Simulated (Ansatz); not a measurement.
Born–Oppenheimer molecular dynamics of F$_{2}$GeH$_{4}$ (7 atoms, charge 0, multiplicity 1). It starts at the highest image of a converged band. Of that band: Neighbouring images differ by up to 1.5 eV, so the band resolves the path poorly. A vibrational analysis at the climbing image gives one clearly imaginary mode, 780i cm⁻¹: a first-order saddle point.

These are results of Ansatz 0.2.0, RKS PBE-D4/def2-SVP, not measurements.

```yaml
ensemble: NVE (velocity Verlet)
time_step: 0.5 fs
steps_asked: 200
starting_velocities_drawn_for: 100 K
seed: 9762
```

First frame:

```xyz
7
Properties=species:S:1:pos:R:3
Ge -0.188 0.014 -0.078
H -0.033 -0.823 1.520
H 1.249 0.570 0.028
F -0.967 1.250 -1.071
H -0.556 -1.290 -0.816
F -1.577 0.592 1.359
H -0.877 -0.197 1.749
```

(1) How far do the bonds stretch over the last three quarters of this one trajectory? (Pairs bonded in most of those frames.)

## Answers

(1) 
```
  bond  mean (Å)  spread (Å)  shortest  longest
Ge1–H2     1.567       0.033      1.51     1.65
Ge1–H3     1.554       0.003      1.55     1.56
Ge1–F4     1.773       0.019      1.74     1.80
Ge1–H5     1.552       0.004      1.54     1.56
 F6–H7     0.939       0.011      0.93     0.98
```

Mean temperature of the second half: 1410 K. The conserved energy stayed within 0.018 meV per atom of its start (net change 0 meV per atom), so the integration is sound. The kinetic energy rose, since the run started high on the potential surface and went downhill. It ends in pieces (FGeH3 + FH), so much of that is their flight and rotation, not heat. A run of 0.1 ps of so small a system gives no equilibrium averages. The orbitals stay closed-shell, which can raise the energy where a bond breaks towards radicals; this wasn't checked here.

Time of the run: 5.7 min on 1 thread of Arm Neoverse V2, with other jobs on the host, peak memory 0.14 GiB.
